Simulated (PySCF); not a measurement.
Worked example: dipole moment from atomic charges

B(OH)(NH2)2 (BH₅N₂O), SMILES NB(N)O. Atoms are numbered in the order given.

```xyz
9

B      0.0225     0.0078     0.0000
O      1.3967    -0.1373     0.0000
H      1.6772    -1.0541     0.0000
N     -0.4742     1.3364     0.0000
H      0.1566     2.1238     0.0000
H     -1.4510     1.5829     0.0000
N     -0.8515    -1.1194     0.0000
H     -1.8570    -1.0367     0.0000
H     -0.5323    -2.0762     0.0000
```
Charge 0, spin multiplicity 1.

Geometry optimised at PBE0-D3(BJ)/def2-SVP. Other conformers were not sampled.

Charges (e) from PySCF with PBE/def2-TZVPD:

```json
[
 {"atom": "B1", "ESP fit": "1.116", "IAO": "0.408"},
 {"atom": "O2", "ESP fit": "-0.725", "IAO": "-0.575"},
 {"atom": "H3", "ESP fit": "0.402", "IAO": "0.360"},
 {"atom": "N4", "ESP fit": "-1.286", "IAO": "-0.635"},
 {"atom": "H5", "ESP fit": "0.466", "IAO": "0.278"},
 {"atom": "H6", "ESP fit": "0.456", "IAO": "0.270"},
 {"atom": "N7", "ESP fit": "-1.368", "IAO": "-0.643"},
 {"atom": "H8", "ESP fit": "0.493", "IAO": "0.271"},
 {"atom": "H9", "ESP fit": "0.446", "IAO": "0.266"}
]
```

The dipole moment of the full density is 1.74 D.

Question: What dipole moment does each set of point charges give, and which comes closer to that of the density?

Answer: 
μ = Σ q r, and 1 e Å = 4.8032 D.
ESP fit: Σ q r = (-0.280, -0.228, 0.000) e Å, |μ| = 1.74 D.
IAO: Σ q r = (-0.335, -0.242, 0.000) e Å, |μ| = 1.98 D.
ESP fit comes closer in size. Point charges leave out the atoms' own dipoles (lone pairs, polarised bonds); fits to the potential absorb them, partitions of the density don't.
